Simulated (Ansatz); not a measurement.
`N=C=CCF` and `N=C=C[SiH3]` differ in one atom or group.

Ansatz, PBE0-D4/def2-TZVP geometries, multiplicity 1. Each molecule was computed in one conformer, which needn't be the lowest.

| property | `N=C=CCF` |
| --- | --- |
| LUMO energy (ωB97M-V/def2-TZVPP) / eV | 1.90 |
| ideal-gas entropy at 298 K and 1 bar (rigid rotor, harmonic PBE0-D4/def2-TZVP) / J/(mol·K) | 313 |
| HOMO energy (PBE/def2-TZVPP) / eV | -5.58 |
| HOMO–LUMO gap (ωB97M-V/def2-TZVPP) / eV | 10.87 |
| HOMO–LUMO gap (B3LYP/def2-TZVPP) / eV | 6.04 |
| HOMO energy (ωB97M-V/def2-TZVPP) / eV | -8.97 |

(1) Give the same properties after the change, and the shifts. (Estimate.)

Answers

(1) The calculation gave: 
| property | `N=C=C[SiH3]` | shift |
| --- | --- | --- |
| LUMO energy (ωB97M-V/def2-TZVPP) / eV | 1.93 | 0.03 |
| ideal-gas entropy at 298 K and 1 bar (rigid rotor, harmonic PBE0-D4/def2-TZVP) / J/(mol·K) | 309 | -4 |
| HOMO energy (PBE/def2-TZVPP) / eV | -5.90 | -0.32 |
| HOMO–LUMO gap (ωB97M-V/def2-TZVPP) / eV | 11.16 | 0.29 |
| HOMO–LUMO gap (B3LYP/def2-TZVPP) / eV | 6.42 | 0.38 |
| HOMO energy (ωB97M-V/def2-TZVPP) / eV | -9.22 | -0.25 |

With PBE0 the HOMO falls by 0.29 eV and the LUMO rises by 0.09 eV, so the gap widens by about 0.38 eV. PBE moves the HOMO by -0.32 eV and ωB97M-V by -0.25 eV.

B3LYP here is the variant with VWN-RPA as its local correlation; programs differ in this.
